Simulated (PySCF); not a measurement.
# Which determinant of SrBr⁺ lies lowest?

Unrestricted PBE0; Sr def2-SVP with ECP28, Br def2-SVP; scalar-relativistic core potentials (PySCF 2.14). Outer shells of the fragments: Sr+ 5s1; Br 3d10 4s2 4p5.

Followed along the bond (rough minima from three points):

```json
{"2Ms+1": "1", "unpaired": "none", "⟨S²⟩ at the start": "0.00", "R at minimum (Å)": "2.66", "Te (eV)": "0.00"}
{"2Ms+1": "3", "unpaired": "σ ↑, π ↑", "⟨S²⟩ at the start": "2.00", "R at minimum (Å)": "none in the scan", "Te (eV)": "≤ 3.51"}
```

Solutions found at the starting distance of 2.925 Å, counted from the lowest of them; the search is not exhaustive and high or unbound solutions are not listed, so other states can lie among these:

```
2Ms+1  unpaired   term  E (eV)  ⟨S²⟩  ⟨Lz²⟩   μ (D)
    1      none    ¹Σ⁺    0.00  0.00   0.00  -13.54
    3  σ ↑, π ↑     ³Π    3.37  2.00   1.01   -3.69
    1  σ ↑, π ↓  mixed    3.38  1.00   1.01   -3.66
    3      σ ↑↑    ³Σ⁺    3.97  2.00   0.00   -3.97
    3      π ↑↑  mixed    4.79  2.00   2.01   -4.71
    3  π ↑, δ ↑  mixed    4.81  2.00   5.00   -4.64
    3      π ↑↑  mixed    4.89  2.00   2.00   -4.17
```

A term symbol is given only where ⟨S²⟩ and ⟨Lz²⟩ are close to those of a pure state; real π, δ and φ orbitals otherwise mix terms. A positive dipole points towards Br; it is taken about the centre of mass and depends on that origin.

Counting both spins, an empty level lies below a filled one in some of these solutions, because spin and occupation are held.
